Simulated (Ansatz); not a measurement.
Si(NH2)2Cl2 (SiN₂Cl₂H₄). Total charge 0; singlet. Geometry PBE-D4/def2-SVP.

```csv
atom,x (Å),y (Å),z (Å)
Si1,-0.3460,-0.2517,-0.1429
N2,0.9685,0.2851,-1.1068
H3,1.9190,0.0380,-0.8198
H4,0.8689,0.2864,-2.1240
N5,-0.1224,0.3313,1.4556
H6,-0.0307,1.3399,1.6011
H7,-0.6302,-0.1164,2.2213
Cl8,-0.5809,-2.3149,0.0798
Cl9,-2.0462,0.4022,-1.1644
```

**Question.** Estimate the orbital energies around the gap (eV) in Ansatz with LDA (SPW92)/def2-TZVP, PBE-D4/def2-SVP, PBE-D4/def2-TZVP, r2SCAN-D4/def2-TZVP, PBE0-D4/def2-SVP.

**Answer.** 
```json
{"orbital": "HOMO−5", "LDA (SPW92)/def2-TZVP": "-8.25", "PBE-D4/def2-SVP": "-7.79", "PBE-D4/def2-TZVP": "-8.10", "r2SCAN-D4/def2-TZVP": "-8.51", "PBE0-D4/def2-SVP": "-9.36"}
{"orbital": "HOMO−4", "LDA (SPW92)/def2-TZVP": "-8.20", "PBE-D4/def2-SVP": "-7.75", "PBE-D4/def2-TZVP": "-8.06", "r2SCAN-D4/def2-TZVP": "-8.45", "PBE0-D4/def2-SVP": "-9.31"}
{"orbital": "HOMO−3", "LDA (SPW92)/def2-TZVP": "-7.93", "PBE-D4/def2-SVP": "-7.46", "PBE-D4/def2-TZVP": "-7.78", "r2SCAN-D4/def2-TZVP": "-8.18", "PBE0-D4/def2-SVP": "-9.02"}
{"orbital": "HOMO−2", "LDA (SPW92)/def2-TZVP": "-7.60", "PBE-D4/def2-SVP": "-7.15", "PBE-D4/def2-TZVP": "-7.46", "r2SCAN-D4/def2-TZVP": "-7.84", "PBE0-D4/def2-SVP": "-8.67"}
{"orbital": "HOMO−1", "LDA (SPW92)/def2-TZVP": "-6.84", "PBE-D4/def2-SVP": "-6.32", "PBE-D4/def2-TZVP": "-6.66", "r2SCAN-D4/def2-TZVP": "-7.00", "PBE0-D4/def2-SVP": "-7.90"}
{"orbital": "HOMO", "LDA (SPW92)/def2-TZVP": "-6.76", "PBE-D4/def2-SVP": "-6.28", "PBE-D4/def2-TZVP": "-6.59", "r2SCAN-D4/def2-TZVP": "-6.94", "PBE0-D4/def2-SVP": "-7.85"}
{"orbital": "LUMO", "LDA (SPW92)/def2-TZVP": "-0.66", "PBE-D4/def2-SVP": "0.11", "PBE-D4/def2-TZVP": "-0.47", "r2SCAN-D4/def2-TZVP": "0.07", "PBE0-D4/def2-SVP": "1.06"}
{"orbital": "LUMO+1", "LDA (SPW92)/def2-TZVP": "0.04", "PBE-D4/def2-SVP": "0.84", "PBE-D4/def2-TZVP": "0.25", "r2SCAN-D4/def2-TZVP": "0.82", "PBE0-D4/def2-SVP": "1.78"}
{"orbital": "LUMO+2", "LDA (SPW92)/def2-TZVP": "0.26", "PBE-D4/def2-SVP": "1.05", "PBE-D4/def2-TZVP": "0.41", "r2SCAN-D4/def2-TZVP": "1.06", "PBE0-D4/def2-SVP": "1.97"}
{"orbital": "LUMO+3", "LDA (SPW92)/def2-TZVP": "0.75", "PBE-D4/def2-SVP": "1.51", "PBE-D4/def2-TZVP": "1.01", "r2SCAN-D4/def2-TZVP": "1.50", "PBE0-D4/def2-SVP": "2.50"}
{"orbital": "LUMO+4", "LDA (SPW92)/def2-TZVP": "1.42", "PBE-D4/def2-SVP": "2.38", "PBE-D4/def2-TZVP": "1.55", "r2SCAN-D4/def2-TZVP": "2.35", "PBE0-D4/def2-SVP": "3.38"}
{"orbital": "LUMO+5", "LDA (SPW92)/def2-TZVP": "1.49", "PBE-D4/def2-SVP": "2.46", "PBE-D4/def2-TZVP": "1.69", "r2SCAN-D4/def2-TZVP": "2.39", "PBE0-D4/def2-SVP": "3.45"}
```
